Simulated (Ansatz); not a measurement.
Basis-set extrapolation for ClFH6O2Si3 (`F[Si](Cl)(O[SiH3])O[SiH3]`) (PBE0-D4/def2-TZVP geometry, frozen core, Ansatz). Multiplicity 1, RHF reference.

|  | def2-TZVPP | def2-QZVPP |
| --- | --- | --- |
| HF | -1579.465543 | -1579.520082 |
| MP2 correlation | -1.256224 | -1.367179 |
| CCSD(T) correlation | -1.360357 | not run |

Energies in hartree. Use E(X) = E(∞) + A·exp(−7.88·√X) for Hartree–Fock and E(X) = E(∞) + B·X^(−2.97) for correlation, with X = 3 and 4, and add CCSD(T) minus MP2 of the smaller set to the MP2 limit.

Question: What is the CCSD(T) energy at the basis-set limit?

Answer: HF limit: -1579.520082 + (-0.054539) × 0.13774 = -1579.52759. MP2 limit: -1.367179 + (-0.110955) × 0.74074 = -1.44937. Higher-order term: -1.360357 − (-1.256224) = -0.10413. Total: -1581.08109 hartree, 670.0 kJ/mol below CCSD(T)/def2-TZVPP.
